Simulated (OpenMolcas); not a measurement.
## What dynamic correlation does to the levels of S4+

* Program: OpenMolcas 26.06
* Basis: ANO-RCC-VQZP [6s5p3d2f1g]
* Scalar Hamiltonian: DKH2, point nucleus
* Active space: 2 electrons in 4 orbitals (3s 3p)
* State averaging: 2S+1 = 3 even, 3 roots; 2S+1 = 1 even, 7 roots; 2S+1 = 3 odd, 3 roots; 2S+1 = 1 odd, 3 roots
* Spin-orbit coupling: state interaction with AMFI integrals over the reference wave functions, term energies averaged over their components

Methods on the same reference wave functions:
A. CASSCF
B. SS-CASPT2, IPEA 0.25 Eh, imaginary shift 0.1 Eh (closed shells correlated: 2s 2p)
C. MS-CASPT2, IPEA 0.25 Eh, imaginary shift 0.1 Eh (closed shells correlated: 2s 2p)

Energies in cm-1 above 3s2 1S0, the measured ground level; measured values from NIST levels in Podobedova, Kelleher and Wiese, J. Phys. Chem. Ref. Data 38, 171 (2009); Martin, Zalubas and Musgrove, J. Phys. Chem. Ref. Data 19, 821 (1990).

| Level | A | B | C | Measured |
| --- | --- | --- | --- | --- |
| 3s2 1S0 | 0.0 | 0.0 | 0.0 | 0.0 |
| 3s 3p 3P* 0 | 82415 | 82583 | 82662 | 83024 |
| 3s 3p 3P* 1 | 82745 | 82912 | 82991 | 83394 |
| 3s 3p 3P* 2 | 83416 | 83584 | 83663 | 84155 |
| 3s 3p 1P* 1 | 140761 | 130007 | 130085 | 127151 |
| 3p2 3P0 | 201022 | 200698 | 200776 | 199967 |
| 3p2 3P1 | 201365 | 201047 | 201126 | 200371 |
| 3p2 3P2 | 202006 | 201549 | 201627 | 201146 |
| 3p2 1D2 | 217194 | 203086 | 203165 | 193739 |
| 3p2 1S0 | 250688 | 237162 | 237320 | 235350 |

Deviations, from unrounded energies. A percentage is the sum of absolute deviations over the sum of measured energies, with the sign that they share, or ± where signs differ.

```
           Against measurement  Levels     A     B     C
mean absolute deviation (cm-1)       9  6400  1900  2000
      other configurations (%)       9  ±4.1  ±1.2  ±1.3
```

B, C lie about equally close to measurement and A furthest from it. The largest miss of B in the table is 3p2 1D2, by +9300 cm-1. The ranking rests on the paired levels alone, and a cruder setting can come out closer through cancelling errors.

Between B and C the level of the table that moves most is 3p2 1S0, by 160 cm-1 (lowest in B, highest in C).

The lowest spin-free term lies below A's lowest term by 0.047 hartree in B, 0.047 hartree in C.

Over all roots computed the reference weight is 0.92 to 1.00 in B, 0.92 to 1.00 in C; the roots of lowest weight are the least certain, and an intruder state may touch them. The ¹D term of p² mixes with s d, which this space lacks. Some levels mix across a computed gap that differs much from the measured one, so their mixing is not that of the real levels (holds for B; C). Computed and measured levels are paired by configuration, term and J; levels that our copy of the source lacks, or whose pairing is in doubt (as where it misses far off the trend of its configuration), stay unpaired and out of the deviations. Only configurations of the active space appear.

* marks odd parity.
